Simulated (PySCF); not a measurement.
Molecule: 2-penten-4-olide, C5H6O2.

Geometry (Å), atoms numbered from 1 in this order:
```xyz
13

C     1.752   -0.001   -0.007
C     0.361    0.388   -0.509
C    -0.567   -0.784   -0.621
C    -1.603   -0.602    0.189
C    -1.434    0.709    0.863
O    -2.150    1.245    1.658
O    -0.279    1.254    0.415
H     2.242   -0.639   -0.736
H     2.347    0.895    0.146
H     1.669   -0.531    0.939
H     0.452    0.922   -1.464
H    -0.350   -1.616   -1.265
H    -2.445   -1.239    0.374
```

Frames of a GFN2-xTB Langevin trajectory at 400 K; GIAO PBE0/pcSseg-1 shieldings in PySCF, gas phase, non-relativistic; equivalent atoms averaged within each frame.

Referencing at the same level of theory: $^{13}$C (σref 186.93) and $^{1}$H (σref 31.72) against TMS; H2O for $^{17}$O (σref 336.08). The references are static minima.

How do the shifts (ppm) fluctuate along the trajectory?

## Answers


```csv
time (fs),C5,C3,C4,C2,C1,O6,O7,H12,H13,H11
optimised geometry,175.5,164.9,131.2,81.7,22.6,423.9,238.8,7.49,6.20,5.12
250,175.9,165.8,139.0,75.8,25.8,415.2,227.7,8.53,6.10,5.78
425,175.5,177.9,131.4,88.1,24.3,432.8,260.3,7.69,6.70,4.72
625,179.9,168.0,141.1,82.2,25.6,460.1,240.5,7.77,7.36,5.55
800,174.0,170.3,124.2,77.0,24.0,424.9,243.7,7.15,5.76,5.37
1000,175.0,167.5,138.2,79.1,21.8,416.1,254.5,7.00,7.18,5.08
mean of frames,176.1,169.9,134.8,80.4,24.3,429.8,245.3,7.63,6.62,5.30
standard deviation,2.2,4.8,7.0,4.9,1.6,18.4,12.7,0.60,0.68,0.41
```

5 frames give an uncertainty of the mean of about the standard deviation over 2.2 at best, since frames this close in time may not be independent; classical motion lacks zero-point vibration, and the reference would need the same averaging.
